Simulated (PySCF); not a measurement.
C₅H₄O₂.
Numbering: `[CH2:1]=[C:2]1[CH:3]=[C:4]1[O:5][CH:6]=[O:7]` (hydrogens: H8, H9 on C1; H10 on C3; H11 on C6)

The same species was optimised twice, with GFN2-xTB and with PBE0-D3(BJ)/def2-SVP (PySCF), and the same property calculations (PySCF, gas phase) were run on both structures.

```
     coordinate  GFN2-xTB  PBE0-D3(BJ)/def2-SVP  change
      O5–C6 (Å)     1.346                 1.369  +0.023
      C1=C2 (Å)     1.310                 1.332  +0.022
      C2–C4 (Å)     1.443                 1.424  -0.019
      C3=C4 (Å)     1.327                 1.319  -0.008
      C4–O5 (Å)     1.340                 1.332  -0.008
      C6=O7 (Å)     1.190                 1.186  -0.004
      C2–C3 (Å)     1.462                 1.460  -0.002
   O5–C6–O7 (°)     126.4                 125.0    -1.4
   C2–C4–O5 (°)     147.2                 145.9    -1.3
   C1–C2–C3 (°)     153.3                 152.3    -1.0
   C1–C2–C4 (°)     152.3                 153.3    +1.0
   C4–O5–C6 (°)     118.5                 117.6    -0.9
   C2–C3–C4 (°)      62.1                  61.4    -0.7
   C2–C4–C3 (°)      63.5                  64.2    +0.7
   C3–C4–O5 (°)     149.3                 149.9    +0.6
C3–C4–O5–C6 (°)         0                    -1      -1
C4–O5–C6–O7 (°)         0                     0       0
```

Rotational constants: A = 9833, B = 1580, C = 1361 MHz (GFN2-xTB) against A = 9754, B = 1593, C = 1369 MHz (PBE0-D3(BJ)/def2-SVP). Point groups within 0.08 Å: Cs and Cs. Atoms that the bonding makes alike are paired by their places after alignment.

On the GFN2-xTB structure: HOMO (eV) -6.21 [PBE0/pcSseg-1]; LUMO (eV) -1.24 [PBE0/pcSseg-1]; dipole (D) 1.30 [PBE0/pcSseg-1]; GIAO shielding of C1 (ppm) 124.3 [PBE0/pcSseg-1]; GIAO shielding of C2 (ppm) 64.8 [PBE0/pcSseg-1]; GIAO shielding of C3 (ppm) 71.3 [PBE0/pcSseg-1]; GIAO shielding of C4 (ppm) 34.5 [PBE0/pcSseg-1]; GIAO shielding of O5 (ppm) 90.8 [PBE0/pcSseg-1]; GIAO shielding of C6 (ppm) 25.4 [PBE0/pcSseg-1]; GIAO shielding of O7 (ppm) -139.1 [PBE0/pcSseg-1].

What do these properties become on the PBE0-D3(BJ)/def2-SVP structure?

| property | level | on GFN2-xTB | on PBE0-D3(BJ)/def2-SVP | change |
| --- | --- | --- | --- | --- |
| HOMO (eV) | PBE0/pcSseg-1 | -6.21 | -6.07 | +0.14 |
| LUMO (eV) | PBE0/pcSseg-1 | -1.24 | -1.27 | -0.03 |
| dipole (D) | PBE0/pcSseg-1 | 1.30 | 1.63 | +0.33 |
| energy, GFN2-xTB geometry as zero (kcal/mol) | PBE0/pcSseg-1 | 0.0 | -1.1 | -1.1 |
| GIAO shielding of C1 (ppm) | PBE0/pcSseg-1 | 124.3 | 122.2 | -2.1 |
| GIAO shielding of C2 (ppm) | PBE0/pcSseg-1 | 64.8 | 62.9 | -1.9 |
| GIAO shielding of C3 (ppm) | PBE0/pcSseg-1 | 71.3 | 71.8 | +0.5 |
| GIAO shielding of C4 (ppm) | PBE0/pcSseg-1 | 34.5 | 37.6 | +3.1 |
| GIAO shielding of O5 (ppm) | PBE0/pcSseg-1 | 90.8 | 84.7 | -6.1 |
| GIAO shielding of C6 (ppm) | PBE0/pcSseg-1 | 25.4 | 25.1 | -0.3 |
| GIAO shielding of O7 (ppm) | PBE0/pcSseg-1 | -139.1 | -142.3 | -3.2 |

The heavy atoms differ by 0.016 Å rms after alignment. Among bonds between heavy atoms C1=C2 and O5–C6 change most and about equally (+0.022 to +0.023 Å). Changes are differences of the printed values. Neither structure is proved a minimum here.

Shape of the structure used: `[CH2:1]=[C:2]1[CH:3]=[C:4]1[O:5][CH:6]=[O:7]`: C3–C4–O5–C6 -1°, C4–O5–C6–O7 0°.
